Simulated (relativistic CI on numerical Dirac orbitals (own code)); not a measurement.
## Ti6+: sensitivity of the levels to the model

Base calculation: Dirac-Coulomb-Breit CI, KLI orbitals optimised for each configuration, QED by a radiative potential, unscaled Slater integrals.

CI space (outside the closed core [Ne]): 3s2 3p4, 3s 3p5, 3s2 3p3 3d, 3p6, 3s 3p4 3d, 3s2 3p3 4s, 3p5 3d, 3s 3p3 3d2, 3s2 3p3 4p, 3s2 3p3 4d, 3s2 3p3 4f, 3s 3p4 4s, 3s2 3p3 5s, 3s2 3p3 5p, 3s 3p4 4p, 3s2 3p3 5d, 3s2 3p3 5f, 3s2 3p3 5g, 3s 3p4 4d, 3s2 3p3 6s, 3s2 3p3 6p, 3s2 3p2 3d 4p, 3s2 3p3 6d, 3s 3p4 4f, 3s 3p4 5s, 3s 3p4 5p, 3p5 4s, 3s 3p4 5d, 3s 3p3 3d 4s, 3s 3p4 5f, 3s 3p4 5g, 3s 3p4 6s, 3p5 4p, 3s2 3p2 3d2, 3s2 3p 3d3, 3s 3p2 3d3, 3s2 3p 3d2 4s, 3s2 3p 3d2 4p, 3s2 3p 3d2 4d, 3p4 3d2, 3p3 3d3, 3p3 3d2 4s, 3p3 3d2 4p, 3p3 3d2 4d, 3s2 3p2 3d 4s, 3s 3p2 3d2 4s, 3s2 3p 3d 4s2, 3s2 3p 3d 4s 4p, 3s2 3p 3d 4s 4d. Double excitations out of closed p, d and f shells are left out; levels of such configurations are missing from the list, as are those of other unlisted configurations, and high levels can miss mixing partners. These lack a partner that the ground configuration has and come out too high: 3s2 3p3 4f, 3s2 3p3 5s, 3s2 3p3 5p, 3s 3p4 4p, 3s2 3p3 5d.

The lowest level and the first level of each name with at least 55 % of one term (blank where a level has no safe partner in the second run):

```tsv
Level	Base (cm⁻¹)	Shift (cm⁻¹)
3s2 3p4 3P_2	0.0	0.0
3s2 3p4 3P_1	4464.7	-4464.7
3s2 3p4 3P_0	5856.2	-5856.2
3s2 3p4 1D_2	25975.5	-2752.1
3s2 3p4 1S_0	57625.1	-3368.4
3s 3p5 3P°_2	194619.4	-6219.2
3s 3p5 3P°_1	198384.7	-9984.5
3s 3p5 3P°_0	200491.4	-12091.2
3s2 3p3 3d 5D°_0	268031.8	-4508.3
3s2 3p3 3d 5D°_1	268074.2	-4550.8
3s2 3p3 3d 5D°_2	268149.5	-4626.1
3s2 3p3 3d 5D°_3	268263.9	-4740.5
3s2 3p3 3d 5D°_4	268467.6	-4944.2
3s2 3p3 3d 3D°_2	290360.9	-4487.7
```

At this charge configurations can still be misplaced by up to about 7 % of their energy. 27 of the 39 excited levels that our extract of the measured tables holds in this range could be paired (the sources list more); they are missed by 7182 cm⁻¹ on average and 17635 at most, and levels without a partner can miss by more. Some levels of the ground configuration have no partner and can miss by 10 % or more.

(1) One thing was changed in a second run, which moved the levels as shown. Which?
A. configuration mixing switched off
B. Breit term removed
C. non-relativistic limit
D. QED terms removed

## Answers

(1) C. Non-relativistic limit. Without relativity the fine structure collapses and s electrons lose their extra binding.

LS names give the leading component of a level, which can be under half, so a name can repeat, a term be missing and a line seem to break the LS rules.
